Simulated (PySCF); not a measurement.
Al(Cl)(SH)2 (AlClH2S2), SMILES [Cl][Al]([SH])[SH]. Atoms are numbered in the order given.

```xyz
6

Al     0.0000     0.0000     0.0148
Cl     0.0000     0.0000     2.1075
S      0.0000    -1.9304    -0.9862
H      0.0000    -1.4027    -2.2308
S      0.0000     1.9304    -0.9862
H      0.0000     1.4027    -2.2308
```
Charge 0, spin multiplicity 1.

Geometry: PBE0-D3(BJ)/def2-SVP. The values are those of a single conformer.

Computed with B3LYP/pcJ-1 (PySCF).

Isotropic couplings with Fermi-contact, spin-dipole and both spin-orbit terms, one fixed conformer, no vibrational averaging. Isotopes: 1H.

Computed spin–spin coupling constants:
| pair | bonds apart | J (Hz) |
|---|---|---|
| H4–H6 | 4 | 1.4 |
